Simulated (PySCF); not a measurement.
Molecule: `InChI=1S/C6H8O2Si/c1-8-6(7)5-3-2-4-9-5/h2-4H,9H2,1H3`.

Cartesian coordinates in Å; atom numbers follow the order of the lines, from 1:
```xyz
17

C     3.0650   -0.9061    0.3963
O     1.6810   -0.6030    0.4562
C     1.1257    0.0189   -0.6097
O     1.7444    0.3267   -1.6007
C    -0.2897    0.2370   -0.3602
C    -1.1235    0.8435   -1.2283
C    -2.5010    0.9674   -0.7948
C    -2.7880    0.4650    0.4154
Si   -1.2277   -0.2746    1.1951
H     3.4533   -0.6637   -0.5955
H     3.5883   -0.3194    1.1529
H     3.1901   -1.9695    0.6008
H    -0.8056    1.2193   -2.1900
H    -3.2230    1.4452   -1.4421
H    -3.7822    0.5069    0.8281
H    -0.8018    0.4406    2.3951
H    -1.3121   -1.7222    1.3713
```

Frames of a GFN2-xTB Langevin trajectory at 600 K; GIAO PBE0/pcSseg-1 shieldings in PySCF 2.14, gas phase, non-relativistic; equivalent atoms averaged within each frame.

δ = σ(ref) − σ, references computed at the same level: TMS for 13C (σref 186.93) and 29Si (σref 349.16) and 1H (σref 31.72); 17O (σref 336.08) against H2O. The references are static minima.

**Question.** How do the shifts (ppm) fluctuate along the trajectory?

**Answer.** 
```csv
time (fs),C3,C7,C6,C5,C8,C1,O4,O2,Si9,H14
optimised geometry,170.9,155.3,166.3,140.1,146.5,49.9,390.9,190.9,-47.0,7.45
250,174.3,164.3,156.5,151.3,141.5,53.7,426.8,238.1,-50.1,8.51
425,179.8,149.7,173.3,130.8,158.9,47.5,415.4,200.8,-30.2,7.90
625,173.1,168.9,176.3,146.5,145.2,66.5,390.5,194.1,-63.4,8.38
800,179.4,153.9,162.6,160.9,139.3,58.4,436.9,180.4,-53.7,7.76
1000,173.7,172.1,154.6,151.8,150.5,62.2,429.8,204.3,-28.4,8.93
mean of frames,176.1,161.8,164.7,148.2,147.1,57.7,419.9,203.5,-45.2,8.30
standard deviation,3.3,9.6,9.8,11.1,7.8,7.4,18.2,21.4,15.3,0.47
```

5 frames give an uncertainty of the mean of about the standard deviation over 2.2 at best, since frames this close in time may not be independent; classical motion lacks zero-point vibration, and the reference would need the same averaging.
